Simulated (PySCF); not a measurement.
The numbers are results of B3LYP-D3(BJ)/def2-TZVP (PySCF), not measurements. Isolated molecules, 0 K electronic values unless said otherwise. One relaxed conformer stands for a flexible species; it need not be the lowest. B3LYP has the VWN-RPA correlation part, as in Gaussian. Excitations are Tamm–Dancoff values on a coarser integration grid. The basis has no diffuse functions, so Rydberg states are missing or too high.

Reference species (SMILES): `[OH][Ge]([OH])([OH])[OH]` (neutral, multiplicity 1).

- T1 excitation (TDA) = 6.57 eV
- S1 oscillator strength = 0.019
- HOMO = -8.92 eV

Changed species: `[OH][Ge]([OH])([SH])[SH]` (2 of 4 OH replaced by SH; the reference has 0 of 4 OH replaced by SH).

Q: Predict the effect on the T1 excitation (TDA), S1 oscillator strength and HOMO.

A: the T1 excitation (TDA) falls by 1.63 eV, to 4.94 eV; the S1 oscillator strength falls by 0.013, to 0.006; the HOMO increases by 1.33 eV, to -7.59 eV.
